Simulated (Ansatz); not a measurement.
Born–Oppenheimer molecular dynamics of a periodic cell of 16 atoms, Cl (contents 8 Cl2, density as packed 1.57 g/cm³ with natural masses). It goes on from the last frame of an earlier run, with new velocities.

Level of theory: DFT PBE-D3(BJ), scalar-relativistic, plane waves, PAW in Ansatz. Settings: accuracy low, cutoff 420 eV, k mesh 1x1x1, fermi-dirac smearing 0.05 eV, no spin polarisation.

```json
{"ensemble": "NVT, Langevin thermostat", "time step": "2 fs", "steps asked": "290", "set temperature": "1500 K", "friction": "0.005 /fs", "seed": "221041"}
```

Frames 20 fs apart, positions in Å, forces in eV/Å.

Velocities at 20.0 fs (Å/ps):

```
Cl 3.88 -1.10 4.45
Cl -3.10 4.37 8.72
Cl -4.16 -2.04 9.96
Cl 3.10 -4.50 -1.55
Cl -4.72 -2.28 -2.42
Cl 0.79 4.07 8.77
Cl -3.68 2.16 1.62
Cl -8.58 -10.03 -2.01
Cl 10.51 1.27 7.90
Cl -0.98 -5.44 -4.83
Cl -1.15 -3.10 -5.92
Cl 6.69 -3.58 -7.99
Cl -11.36 3.23 -7.79
Cl 21.59 2.14 -5.12
Cl -4.34 9.00 -5.20
Cl -12.65 0.30 4.75
```

```xyz
16
Lattice="8.4343 0.0000 0.0000 0.0000 8.4343 0.0000 0.0000 0.0000 8.4343" Properties=species:S:1:pos:R:3:forces:R:3 time_fs=20.0 energy_less_start_eV=-0.435 T=1797
Cl 2.386 7.182 6.983 -0.07 0.11 0.03
Cl 2.575 6.809 5.027 -0.05 -0.06 -0.26
Cl 7.733 1.555 7.578 1.15 0.52 -0.84
Cl 8.349 2.191 5.626 -0.61 -0.52 1.22
Cl 1.223 4.598 0.282 -0.64 -0.58 -0.47
Cl 2.709 5.346 1.342 0.39 0.24 0.48
Cl 3.830 2.055 5.398 -0.20 -0.04 -0.07
Cl 4.991 1.053 6.687 -0.24 0.42 -0.20
Cl 4.453 7.290 2.500 0.64 -1.40 2.60
Cl 4.216 8.289 0.913 -0.23 1.58 -2.23
Cl 1.255 0.276 1.891 -0.96 0.24 -0.06
Cl -0.750 0.845 2.034 0.91 -0.15 -0.07
Cl 7.224 5.807 4.554 -0.40 1.19 0.64
Cl 6.395 7.580 5.497 0.39 -1.44 -0.73
Cl 5.489 3.205 2.364 -1.08 -0.84 0.56
Cl 6.901 4.307 1.609 1.00 0.71 -0.59
16
Lattice="8.4343 0.0000 0.0000 0.0000 8.4343 0.0000 0.0000 0.0000 8.4343" Properties=species:S:1:pos:R:3:forces:R:3 time_fs=40.0 energy_less_start_eV=-0.190 T=1711
Cl 2.424 7.189 7.103 -0.25 -0.07 -0.08
Cl 2.525 6.884 5.127 0.02 -0.03 -0.22
Cl 7.700 1.494 7.694 1.12 0.50 -1.33
Cl 8.367 2.047 5.609 -0.73 -0.38 1.47
Cl 1.122 4.566 0.286 1.15 0.35 0.91
Cl 2.716 5.350 1.484 -1.31 -0.51 -0.79
Cl 3.726 2.109 5.461 0.19 -0.27 0.35
Cl 4.821 0.867 6.648 -0.58 0.80 -0.37
Cl 4.628 7.297 2.720 -0.42 0.53 -1.24
Cl 4.208 8.240 0.779 0.56 -0.34 1.29
Cl 1.251 0.208 1.778 1.31 -0.41 -0.15
Cl -0.598 0.781 1.903 -1.45 0.53 0.19
Cl 6.965 5.898 4.382 0.06 0.12 0.11
Cl 6.788 7.635 5.408 0.31 -0.48 -0.08
Cl 5.304 3.336 2.342 -0.75 -0.73 0.41
Cl 6.767 4.436 1.640 0.78 0.39 -0.45
16
Lattice="8.4343 0.0000 0.0000 0.0000 8.4343 0.0000 0.0000 0.0000 8.4343" Properties=species:S:1:pos:R:3:forces:R:3 time_fs=60.0 energy_less_start_eV=0.072 T=1590
Cl 2.365 7.160 7.240 -0.18 -0.26 -1.72
Cl 2.484 6.897 5.124 -0.10 0.13 1.27
Cl 7.795 1.463 7.689 0.40 0.19 -0.28
Cl 8.297 1.855 5.709 -0.19 0.14 0.20
Cl 1.145 4.619 0.375 -0.44 -0.36 -0.06
Cl 2.623 5.314 1.501 0.06 0.21 0.22
Cl 3.667 2.224 5.597 0.42 -0.65 0.54
Cl 4.672 0.741 6.635 -0.27 1.00 -0.68
Cl 4.739 7.368 2.848 -0.53 0.56 -1.76
Cl 4.320 8.214 0.754 0.21 -0.08 1.53
Cl 1.294 0.103 1.632 1.01 -0.27 -0.04
Cl -0.567 0.701 1.813 -1.06 0.33 0.39
Cl 6.676 6.026 4.190 0.44 0.41 0.97
Cl 7.185 7.674 5.314 0.03 -0.75 -0.40
Cl 5.026 3.394 2.362 1.62 0.85 -0.55
Cl 6.688 4.625 1.623 -1.41 -1.46 0.37
16
Lattice="8.4343 0.0000 0.0000 0.0000 8.4343 0.0000 0.0000 0.0000 8.4343" Properties=species:S:1:pos:R:3:forces:R:3 time_fs=80.0 energy_less_start_eV=0.423 T=1429
Cl 2.255 7.064 7.252 -0.06 0.02 -1.58
Cl 2.451 6.923 5.155 -0.11 -0.07 1.03
Cl 7.931 1.490 7.699 -0.33 -0.15 2.03
Cl 8.185 1.704 5.806 0.51 0.61 -2.41
Cl 1.129 4.664 0.407 -1.26 -0.88 -0.61
Cl 2.525 5.344 1.559 0.88 0.57 0.83
Cl 3.689 2.334 5.750 0.12 -0.27 0.17
Cl 4.509 0.672 6.562 0.26 0.65 -0.36
Cl 4.844 7.470 2.814 -0.45 0.46 -1.30
Cl 4.478 8.274 0.839 -0.43 0.43 0.80
Cl 1.419 -0.031 1.540 -1.26 0.53 0.23
Cl -0.676 0.585 1.704 1.38 -0.53 0.35
Cl 6.527 6.156 4.056 1.21 -0.02 1.79
Cl 7.503 7.665 5.161 -0.65 -0.55 -0.54
Cl 4.920 3.462 2.353 1.18 0.43 -0.36
Cl 6.480 4.680 1.645 -1.02 -1.23 -0.06
16
Lattice="8.4343 0.0000 0.0000 0.0000 8.4343 0.0000 0.0000 0.0000 8.4343" Properties=species:S:1:pos:R:3:forces:R:3 time_fs=100.0 energy_less_start_eV=1.069 T=1017
Cl 2.082 6.893 7.176 -0.34 0.11 1.66
Cl 2.432 6.941 5.294 0.44 -0.23 -2.37
Cl 8.071 1.434 7.851 -0.43 0.11 -1.24
Cl 8.110 1.638 5.771 0.49 0.91 0.45
Cl 0.988 4.675 0.503 1.06 0.24 1.31
Cl 2.530 5.461 1.752 -1.27 -0.68 -0.94
Cl 3.719 2.406 5.882 -0.35 0.89 -0.28
Cl 4.379 0.665 6.481 0.71 -0.50 0.27
Cl 4.908 7.561 2.663 -0.09 -0.95 2.26
Cl 4.558 8.353 0.972 -1.12 1.90 -2.93
Cl 1.456 -0.082 1.448 -1.21 0.46 0.52
Cl -0.687 0.369 1.669 1.55 -0.21 0.20
Cl 6.495 6.270 4.073 0.71 -1.44 1.11
Cl 7.710 7.619 4.916 -0.32 0.14 0.34
Cl 4.877 3.499 2.364 -2.13 -2.32 1.38
Cl 6.216 4.601 1.654 2.30 1.57 -1.71
16
Lattice="8.4343 0.0000 0.0000 0.0000 8.4343 0.0000 0.0000 0.0000 8.4343" Properties=species:S:1:pos:R:3:forces:R:3 time_fs=120.0 energy_less_start_eV=0.498 T=1711
Cl 1.875 6.684 7.222 0.22 0.17 -1.05
Cl 2.382 6.980 5.260 0.07 -0.40 0.25
Cl 8.108 1.369 7.885 -0.78 0.34 -1.90
Cl 8.000 1.706 5.774 0.49 0.90 1.01
Cl 0.976 4.671 0.680 0.46 0.03 0.92
Cl 2.468 5.475 1.859 -0.70 -0.37 -0.45
Cl 3.711 2.528 5.992 0.25 -0.77 0.16
Cl 4.319 0.611 6.425 0.08 1.23 -0.08
Cl 4.946 7.578 2.682 -0.26 0.37 -0.22
Cl 4.535 8.573 0.918 -0.24 0.07 -0.11
Cl 1.330 -0.072 1.468 3.21 -0.35 0.28
Cl -0.535 0.164 1.634 -2.79 0.50 0.52
Cl 6.573 6.232 4.215 -0.08 -1.19 0.48
Cl 7.868 7.643 4.716 -0.22 0.10 0.36
Cl 4.675 3.376 2.438 1.01 0.25 -0.26
Cl 6.101 4.593 1.565 -0.71 -0.86 0.09
16
Lattice="8.4343 0.0000 0.0000 0.0000 8.4343 0.0000 0.0000 0.0000 8.4343" Properties=species:S:1:pos:R:3:forces:R:3 time_fs=140.0 energy_less_start_eV=0.567 T=1995
Cl 1.689 6.491 7.268 0.43 0.25 -1.92
Cl 2.281 6.958 5.240 0.30 -0.64 1.54
Cl 8.051 1.335 7.741 -0.20 -0.32 0.93
Cl 7.889 1.861 5.870 0.08 1.07 -1.44
Cl 0.985 4.652 0.989 -1.54 -0.86 -0.92
Cl 2.395 5.416 2.033 1.40 0.62 1.19
Cl 3.702 2.601 6.167 -0.01 0.06 -0.06
Cl 4.231 0.687 6.419 0.21 0.33 0.12
Cl 4.911 7.660 2.682 -0.30 0.71 -0.72
Cl 4.534 8.761 0.870 0.17 -0.99 0.75
Cl 1.438 -0.150 1.545 0.16 0.40 0.17
Cl -0.570 0.007 1.663 -0.12 0.12 -0.33
Cl 6.699 6.086 4.435 0.60 0.70 0.11
Cl 8.032 7.691 4.540 -1.51 -1.21 0.51
Cl 4.523 3.212 2.443 1.86 1.16 -0.94
Cl 5.954 4.514 1.359 -1.51 -1.41 1.04
16
Lattice="8.4343 0.0000 0.0000 0.0000 8.4343 0.0000 0.0000 0.0000 8.4343" Properties=species:S:1:pos:R:3:forces:R:3 time_fs=160.0 energy_less_start_eV=0.241 T=2186
Cl 1.504 6.372 7.180 -0.18 -0.28 0.44
Cl 2.160 6.944 5.406 1.30 -0.34 -0.25
Cl 7.932 1.210 7.656 -0.18 0.00 -0.07
Cl 7.812 2.087 5.832 0.07 0.36 -0.14
Cl 0.870 4.489 1.263 0.74 0.35 0.57
Cl 2.438 5.342 2.319 -1.06 -0.37 -0.49
Cl 3.663 2.596 6.297 -0.20 0.95 -0.11
Cl 4.093 0.688 6.455 0.42 -0.52 0.06
Cl 4.858 7.826 2.587 0.02 -0.57 1.45
Cl 4.567 8.794 0.899 -0.10 0.04 -1.38
Cl 1.569 -0.189 1.642 -1.90 0.50 0.05
Cl -0.649 -0.150 1.661 1.86 0.24 -0.90
Cl 6.922 6.051 4.715 -0.48 -0.58 0.06
Cl 8.076 7.628 4.442 -0.77 0.38 0.50
Cl 4.531 3.183 2.348 0.20 -0.46 0.53
Cl 5.702 4.230 1.151 0.26 0.30 -0.33
16
Lattice="8.4343 0.0000 0.0000 0.0000 8.4343 0.0000 0.0000 0.0000 8.4343" Properties=species:S:1:pos:R:3:forces:R:3 time_fs=180.0 energy_less_start_eV=0.073 T=2577
Cl 1.300 6.201 7.179 -0.36 -0.51 0.81
Cl 2.201 6.951 5.616 1.06 -0.30 -0.50
Cl 7.720 1.014 7.572 0.12 0.96 -1.14
Cl 7.774 2.299 5.774 -0.07 -0.80 1.18
Cl 0.765 4.271 1.602 0.73 0.42 0.41
Cl 2.366 5.254 2.480 -1.06 -0.35 -0.38
Cl 3.560 2.611 6.377 0.16 -0.40 -0.02
Cl 3.990 0.612 6.511 0.18 1.08 -0.10
Cl 4.766 7.946 2.645 0.03 -0.25 0.97
Cl 4.568 8.797 0.857 -0.07 -0.43 -0.94
Cl 1.468 -0.157 1.657 1.63 0.49 0.05
Cl -0.451 -0.348 1.572 -1.75 0.06 -1.00
Cl 7.061 6.021 5.007 -0.09 -0.06 -0.09
Cl 8.085 7.649 4.436 -0.92 -0.02 0.48
Cl 4.557 3.096 2.291 -0.20 -0.43 1.11
Cl 5.557 3.907 0.834 0.61 0.52 -0.84
16
Lattice="8.4343 0.0000 0.0000 0.0000 8.4343 0.0000 0.0000 0.0000 8.4343" Properties=species:S:1:pos:R:3:forces:R:3 time_fs=200.0 energy_less_start_eV=0.121 T=1983
Cl 1.084 5.968 7.267 1.48 0.62 -0.99
Cl 2.327 6.944 5.799 -1.01 -1.48 1.38
Cl 7.523 0.859 7.356 0.41 1.08 -0.68
Cl 7.724 2.346 5.834 -0.24 -0.75 0.62
Cl 0.730 4.033 1.934 -0.58 -0.50 -0.29
Cl 2.204 5.171 2.567 0.38 0.53 0.28
Cl 3.446 2.569 6.391 0.02 0.11 -0.18
Cl 3.932 0.624 6.561 0.35 0.68 -0.02
Cl 4.681 8.005 2.770 -0.05 0.30 -0.34
Cl 4.544 8.763 0.825 -0.02 -1.24 0.27
Cl 1.487 -0.096 1.577 0.84 0.44 -0.06
Cl -0.416 -0.512 1.338 -1.09 -0.24 -0.32
Cl 7.141 5.952 5.292 0.25 1.21 -0.97
Cl 8.000 7.696 4.435 -1.03 -1.34 0.84
Cl 4.550 2.926 2.249 0.95 1.05 -1.02
Cl 5.471 3.658 0.493 -0.65 -0.47 1.48
16
Lattice="8.4343 0.0000 0.0000 0.0000 8.4343 0.0000 0.0000 0.0000 8.4343" Properties=species:S:1:pos:R:3:forces:R:3 time_fs=220.0 energy_less_start_eV=0.287 T=1936
Cl 1.049 5.759 7.335 1.26 0.14 -0.04
Cl 2.303 6.817 6.094 -0.56 -0.86 0.57
Cl 7.320 0.820 7.121 -0.05 -1.04 1.27
Cl 7.697 2.279 5.925 0.22 1.65 -1.60
Cl 0.620 3.766 2.274 -0.62 -0.65 -0.18
Cl 2.031 5.081 2.630 0.53 0.68 0.18
Cl 3.319 2.567 6.388 -0.48 1.23 -0.36
Cl 3.883 0.728 6.629 0.60 -0.90 -0.06
Cl 4.606 8.065 2.829 0.04 0.19 -0.81
Cl 4.546 8.638 0.735 -0.18 -1.03 0.95
Cl 1.567 -0.018 1.542 -2.04 -0.56 -0.81
Cl -0.560 -0.625 1.041 1.74 0.46 1.10
Cl 7.248 6.039 5.421 -0.62 0.08 -0.54
Cl 7.931 7.652 4.439 -0.14 -0.16 -0.15
Cl 4.604 2.856 2.060 -0.14 0.32 0.99
Cl 5.313 3.449 0.333 0.45 0.46 -0.51
16
Lattice="8.4343 0.0000 0.0000 0.0000 8.4343 0.0000 0.0000 0.0000 8.4343" Properties=species:S:1:pos:R:3:forces:R:3 time_fs=240.0 energy_less_start_eV=0.315 T=2397
Cl 1.121 5.582 7.446 -1.84 -2.40 2.69
Cl 2.288 6.555 6.384 2.41 1.86 -2.33
Cl 7.113 0.723 6.985 0.40 0.50 -0.13
Cl 7.634 2.333 5.886 -0.20 0.20 -0.38
Cl 0.482 3.394 2.606 1.28 1.40 0.07
Cl 1.910 5.004 2.673 -1.33 -1.30 -0.04
Cl 3.186 2.719 6.323 -0.04 -0.75 -0.28
Cl 3.818 0.798 6.645 -0.37 0.63 -0.61
Cl 4.590 8.068 2.829 0.04 -0.07 -0.83
Cl 4.552 8.429 0.722 -0.21 -0.47 1.19
Cl 1.413 -0.034 1.389 -1.43 -0.53 -0.68
Cl -0.578 -0.667 0.861 1.24 0.25 1.21
Cl 7.325 6.088 5.517 -0.34 0.25 -0.51
Cl 7.847 7.601 4.288 -0.07 -0.33 0.00
Cl 4.603 2.794 1.966 0.21 0.50 -0.02
Cl 5.134 3.314 0.093 0.26 0.28 0.66
```

Of the whole run (580 fs, mean temperature of the second half 1681 K): The mean temperature of the second half is 12 % above the set value. A run of 0.58 ps of so small a system gives no equilibrium averages. Limits of this set-up: coarse k mesh, low accuracy level.

The run took 11 min on 1 thread of Arm Neoverse V2, on a shared host, peak memory 0.5 GiB.
